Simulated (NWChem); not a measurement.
System: BeHCl; SMILES [BeH][Cl]

NWChem input:

```
start job
memory heap 200 mb stack 900 mb global 1100 mb
geometry units angstroms noautoz
  Be     0.000000     0.000000    -1.300052
  H      0.000000     0.000000    -2.635533
  Cl     0.000000     0.000000     0.526685
end
basis spherical
  * library def2-svp
end
dft
  xc becke88 perdew86
  iterations 150
  mulliken
end
task dft energy
```

NWChem printed, in part:

```
             Northwest Computational Chemistry Package (NWChem) 7.3.0
             --------------------------------------------------------

 ORDER OF PRIMARY AXIS IS BEING SET TO 4
 C4V symmetry detected

                             Geometry "geometry" -> ""
                             -------------------------

 Output coordinates in angstroms (scale by  1.889725989 to convert to a.u.)

  No.       Tag          Charge          X              Y              Z
 ---- ---------------- ---------- -------------- -------------- --------------
    1 Be                   4.0000     0.00000000     0.00000000    -1.35086582
    2 H                    1.0000     0.00000000     0.00000000    -2.68634682
    3 Cl                  17.0000     0.00000000     0.00000000     0.47587118

 Effective nuclear repulsion energy (a.u.)      24.1283621662

      Symmetry information
      --------------------

 Group name             C4v
 Group number             18
 Group order               8
 No. of unique centers     3

  perdew86 is a nonlocal functional; adding perdew81 local functional.

                                 NWChem DFT Module
                                 -----------------

 Summary of "ao basis" -> "ao basis" (spherical)
 ------------------------------------------------------------------------------
       Tag                 Description            Shells   Functions and Types
 ---------------- ------------------------------  ------  ---------------------
 Be                         def2-svp                 5        9   3s2p
 H                          def2-svp                 3        5   2s1p
 Cl                         def2-svp                 8       18   4s3p1d

      Symmetry analysis of basis
      --------------------------

        a1         16
        a2          0
        b1          1
        b2          1
        e          14

            General Information
            -------------------
          SCF calculation type: DFT
          Wavefunction type:  closed shell.
          No. of atoms     :     3
          No. of electrons :    22
           Alpha electrons :    11
            Beta electrons :    11
          Charge           :     0
          Spin multiplicity:     1
          Use of symmetry is: on ; symmetry adaption is: on
          Maximum number of iterations: 150
          AO basis - number of functions:    32
                     number of shells:    16
          Convergence on energy requested:  1.00D-06
          Convergence on density requested:  1.00D-05
          Convergence on gradient requested:  5.00D-04

              XC Information
              --------------
                    Becke 1988 Exchange Functional  1.000
                Perdew 1981 Correlation Functional  1.000 local
                Perdew 1986 Correlation Functional  1.000 non-local

             Grid Information
             ----------------
          Grid used for XC integration:  medium
          Radial quadrature: Mura-Knowles
          Angular quadrature: Lebedev.
          Tag              B.-S. Rad. Rad. Pts. Rad. Cut. Ang. Pts.
          ---              ---------- --------- --------- ---------
          Be                  1.05       49           7.0       434
          H                   0.35       45           8.0       434
          Cl                  1.00       88           9.0       590
          Grid pruning is: on
          Number of quadrature shells:   182
          Spatial weights used:  Erf1

      Superposition of Atomic Density Guess
      -------------------------------------

 Sum of atomic energies:        -474.37652508

      Non-variational initial energy
      ------------------------------

 Total energy =    -474.658414
 1-e energy   =    -702.030391
 2-e energy   =     203.243615
 HOMO         =      -0.440097
 LUMO         =       0.046069

      Symmetry analysis of molecular orbitals - initial
      -------------------------------------------------

 !! scf_movecs_sym_adapt:    2 vectors were symmetry contaminated

  Symmetry fudging

 !! scf_movecs_sym_adapt:    2 vectors were symmetry contaminated

  Numbering of irreducible representations:

     1 a1          2 a2          3 b1          4 b2          5 e

  Orbital symmetries:

     1 a1          2 a1          3 a1          4 e           5 e
     6 a1          7 a1          8 a1          9 e          10 e
    11 a1         12 a1         13 e          14 e          15 a1
    16 a1         17 e          18 e          19 a1         20 a1
    21 a1

     ---------------------------------------------
      Total Density - Mulliken Population Analysis
     ---------------------------------------------

    Atom       Charge   Shell Charges
 -----------   ------   -------------------------------------------------------
    1 Be   4     3.47   1.99  0.73  0.14  0.50  0.10
    2 H    1     1.06   0.68  0.38  0.01
    3 Cl  17    17.46   2.00  1.99  1.23  0.70  5.94  2.20  3.39  0.01

   convergence    iter        energy       DeltaE   RMS-Dens  Diis-err
 ---------------- ----- ----------------- --------- --------- ---------
 d= 0,ls=0.0,diis     1   -475.4437032166 -5.00D+02  2.72D-02  2.10D-01
 d= 0,ls=0.0,diis     2   -475.4242303181  1.95D-02  1.86D-02  2.74D-01
 d= 0,ls=0.0,diis     3   -475.4704405855 -4.62D-02  4.26D-03  2.64D-02
 d= 0,ls=0.0,diis     4   -475.4745436730 -4.10D-03  8.18D-04  3.78D-04
 d= 0,ls=0.0,diis     5   -475.4746277432 -8.41D-05  8.54D-05  1.52D-05
  Resetting Diis
 d= 0,ls=0.0,diis     6   -475.4746297799 -2.04D-06  2.80D-05  9.85D-07
 d= 0,ls=0.0,diis     7   -475.4746299648 -1.85D-07  1.18D-05  2.54D-08
 d= 0,ls=0.0,diis     8   -475.4746299636  1.20D-09  6.29D-06  3.84D-08

         Total DFT energy =     -475.474629963614
      One electron energy =     -703.082481247979
           Coulomb energy =      234.992677910581
    Exchange-Corr. energy =      -31.513188792461
 Nuclear repulsion energy =       24.128362166245

 Numeric. integr. density =       21.999999902827

                  Occupations of the irreducible representations
                  ----------------------------------------------

                     irrep           alpha         beta
                     --------     --------     --------
                     a1                7.0          7.0
                     a2                0.0          0.0
                     b1                0.0          0.0
                     b2                0.0          0.0
                     e                 4.0          4.0

                       DFT Final Molecular Orbital Analysis
                       ------------------------------------

 Vector    9  Occ=2.000000D+00  E=-3.054156D-01  Symmetry=e
              MO Center=  8.8D-15,  2.4D-15,  3.4D-01, r^2= 1.3D+00
   Bfn.  Coefficient  Atom+Function         Bfn.  Coefficient  Atom+Function
  ----- ------------  ---------------      ----- ------------  ---------------
    25      0.586054  3 Cl px                22      0.439932  3 Cl px
    19      0.257441  3 Cl px                26      0.182658  3 Cl py
    23      0.137116  3 Cl py                 4     -0.128396  1 Be px
    20      0.080238  3 Cl py                 7      0.061327  1 Be px
     5     -0.040018  1 Be py                31      0.025405  3 Cl d  1

 Vector   10  Occ=2.000000D+00  E=-3.054156D-01  Symmetry=e
              MO Center= -1.9D-15,  5.3D-15,  3.4D-01, r^2= 1.3D+00
   Bfn.  Coefficient  Atom+Function         Bfn.  Coefficient  Atom+Function
  ----- ------------  ---------------      ----- ------------  ---------------
    26      0.586054  3 Cl py                23      0.439932  3 Cl py
    20      0.257441  3 Cl py                25     -0.182658  3 Cl px
    22     -0.137116  3 Cl px                 5     -0.128396  1 Be py
    19     -0.080238  3 Cl px                 8      0.061327  1 Be py
     4      0.040018  1 Be px                29     -0.025405  3 Cl d -1

 Vector   11  Occ=2.000000D+00  E=-3.027990D-01  Symmetry=a1
              MO Center= -1.5D-15, -1.7D-15, -2.3D+00, r^2= 1.3D+00
   Bfn.  Coefficient  Atom+Function         Bfn.  Coefficient  Atom+Function
  ----- ------------  ---------------      ----- ------------  ---------------
    10      0.418702  2 H  s                  6      0.327533  1 Be pz
     2      0.288955  1 Be s                 11      0.163585  2 H  s
     1     -0.142561  1 Be s                 24      0.103659  3 Cl pz
    18      0.087248  3 Cl s                  3      0.084799  1 Be s
    27      0.073761  3 Cl pz                 9     -0.072504  1 Be pz

 Vector   12  Occ=0.000000D+00  E=-4.904468D-02  Symmetry=e
              MO Center=  3.4D-15,  4.0D-15, -1.3D+00, r^2= 3.2D+00
   Bfn.  Coefficient  Atom+Function         Bfn.  Coefficient  Atom+Function
  ----- ------------  ---------------      ----- ------------  ---------------
     5      0.468842  1 Be py                 4      0.402222  1 Be px
     8     -0.396137  1 Be py                 7     -0.339849  1 Be px
    26      0.254368  3 Cl py                25      0.218224  3 Cl px
    23      0.135073  3 Cl py                22      0.115880  3 Cl px
    20      0.076479  3 Cl py                19      0.065612  3 Cl px

 Vector   13  Occ=0.000000D+00  E=-4.904468D-02  Symmetry=e
              MO Center= -1.4D-14,  1.2D-14, -1.3D+00, r^2= 3.2D+00
   Bfn.  Coefficient  Atom+Function         Bfn.  Coefficient  Atom+Function
  ----- ------------  ---------------      ----- ------------  ---------------
     4      0.468842  1 Be px                 5     -0.402222  1 Be py
     7     -0.396137  1 Be px                 8      0.339849  1 Be py
    25      0.254368  3 Cl px                26     -0.218224  3 Cl py
    22      0.135073  3 Cl px                23     -0.115880  3 Cl py
    19      0.076479  3 Cl px                20     -0.065612  3 Cl py

[...]
```

Level: BP86/def2-SVP. All runs use the structure optimised with PBE-D3(BJ)/def2-SVP.
